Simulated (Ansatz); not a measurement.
Relaxation of a periodic cell of 30 atoms, H₃CN (contents 3 N2 + 3 C2H6, density as packed 0.64 g/cm³ with natural masses), to a largest force component of 0.3 eV/Å in at most 15 steps.

Level of theory: DFT r2SCAN, scalar-relativistic, plane waves, PAW in Ansatz 0.2.0. Settings: accuracy low, cutoff 500 eV, k mesh 1x1x1, fermi-dirac smearing 0.05 eV, no spin polarisation.

```xyz
30
Lattice="7.6631 0.0000 0.0000 0.0000 7.6631 0.0000 0.0000 0.0000 7.6631" Properties=species:S:1:pos:R:3
N 2.928 3.628 7.838
N 2.912 2.889 6.984
N 5.051 6.998 5.648
N 4.846 6.707 4.576
N 6.200 1.172 2.785
N 6.274 1.256 3.910
C 1.136 4.018 5.323
C -0.388 4.000 5.279
H 1.545 3.009 5.235
H 1.547 4.617 4.507
H 1.498 4.443 6.263
H -0.798 5.009 5.368
H -0.751 3.576 4.339
H -0.800 3.401 6.095
C 6.093 4.963 2.006
C 6.629 6.390 2.016
H 6.119 4.539 0.999
H 6.687 4.314 2.655
H 5.059 4.927 2.356
H 6.604 6.814 3.023
H 7.664 6.426 1.666
H 6.036 7.039 1.367
C 3.091 7.176 1.761
C 2.907 7.430 0.270
H 3.268 8.109 2.302
H 2.206 6.704 2.194
H 3.944 6.518 1.948
H 2.731 6.497 -0.271
H 2.055 8.089 0.083
H 3.793 7.903 -0.163
```

Task: Where does it end, and by what steps?

Result: It converged. The threshold is loose, so the end isn't yet a minimum. The force dipped under the threshold on the way, but the program's further checks kept it going. Limits of this set-up: coarse k mesh, low accuracy level. After 13 steps the energy has fallen by 1.474 eV; N2 moved furthest, 1.08 Å.

| step | energy less start (eV) | largest force component (eV/Å) | accepted |
| --- | --- | --- | --- |
| 0 | 0.0000 | 4.846 | yes |
| 1 | -0.7370 | 0.512 | yes |
| 2 | -0.9974 | 1.056 | yes |
| 3 | -1.1447 | 0.612 | yes |
| 4 | -1.2471 | 0.355 | yes |
| 5 | -1.3384 | 0.275 | yes |
| 6 | -1.2411 | 4.772 | no |
| 7 | -1.3508 | 1.608 | yes |
| 8 | -1.3844 | 0.837 | yes |
| 9 | -1.4124 | 0.727 | yes |
| 10 | -1.4275 | 1.605 | yes |
| 11 | -1.3990 | 3.019 | no |
| 12 | -1.4581 | 0.381 | yes |
| 13 | -1.4736 | 0.161 | yes |

```xyz
30
Lattice="7.6631 0.0000 0.0000 0.0000 7.6631 0.0000 0.0000 0.0000 7.6631" Properties=species:S:1:pos:R:3
N 2.750 3.519 8.839
N 3.288 3.299 7.912
N 5.113 6.873 5.683
N 4.578 6.288 4.929
N 5.532 1.577 2.272
N 5.989 1.511 3.264
C 1.337 4.091 4.961
C -0.038 4.124 5.619
H 1.624 3.074 4.684
H 1.364 4.699 4.054
H 2.106 4.476 5.634
H -0.291 5.131 5.954
H -0.818 3.798 4.926
H -0.079 3.468 6.490
C 6.302 4.697 1.774
C 6.830 6.106 1.554
H 6.007 4.231 0.833
H 7.064 4.063 2.231
H 5.431 4.694 2.432
H 7.108 6.573 2.501
H 7.714 6.099 0.917
H 6.085 6.743 1.075
C 2.749 7.345 1.976
C 2.523 7.511 0.480
H 2.813 8.314 2.476
H 1.936 6.790 2.444
H 3.674 6.807 2.181
H 2.440 6.544 -0.020
H 1.606 8.065 0.273
H 3.347 8.052 0.014
```

Whether the end is a true minimum wasn't checked by a vibrational analysis.

Time of the run: 4.4 min on 1 thread of Arm Neoverse V2, on a shared host, peak memory 0.82 GiB.
